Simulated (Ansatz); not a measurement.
`FC(F)(F)C(Cl)(Cl)Cl` + HCl → `FC(F)(Cl)C(Cl)(Cl)Cl` + H–F  (substitution at a C–F bond)

Gas-phase electronic energies from Ansatz, PBE0-D4/def2-TZVP geometries. CCSD(T)/CBS is the MP2 limit (def2-TZVPP, def2-QZVPP) plus CCSD(T) − MP2 in def2-TZVPP, frozen cores. This one scheme is used for every species. Functionals use def2-TZVPP. B3LYP here is the variant with VWN-RPA as its local correlation; programs differ in this. HSE06 is defined as in plane-wave codes.

Question: Is it downhill or uphill in electronic energy at CCSD(T)/CBS, and by how much? (An estimate is asked.)

Answer: Ansatz gave: Uphill: ΔE = +0.28 eV.

Question: What do these levels give: r2SCAN-D4, B97M-V, B3LYP-D4, HSE06-D4, B2PLYP, PBE0, HSE06, BHLYP, CCSD/def2-SVP, SCS-MP2/def2-TZVPP, MP2/def2-QZVPP, MP2/CBS(def2)? (Best estimate.)

Answer: The calculation gave: r2SCAN-D4 0.41, B97M-V 0.45, B3LYP-D4 0.36, HSE06-D4 0.36, B2PLYP 0.40, PBE0 0.41, HSE06 0.41, BHLYP 0.54, CCSD/def2-SVP 0.64, SCS-MP2/def2-TZVPP 0.33, MP2/def2-QZVPP 0.19, MP2/CBS(def2) 0.15 eV.

Question: What do rigid-rotor, harmonic-oscillator terms from PBE0-D4/def2-TZVP frequencies (298.15 K, 1 bar) make of the CCSD(T)/CBS value? (Best estimate.)

Answer: Computed: ΔZPE = +0.02 eV, ΔH = +0.31 eV, ΔS = 6 J/(mol·K), ΔG = +0.29 eV.

Largest T1 diagnostic among the species: 0.011.

Leaving LDA and LC-ωPBE aside and taking each functional with its dispersion term where it has one, the values, not all of them listed here, spread over 0.21 eV, from revPBE-D4 to B97M-V. From BLYP to BHLYP (50 % exact exchange), in def2-TZVPP and without D4, ΔE moves by +0.11 eV.
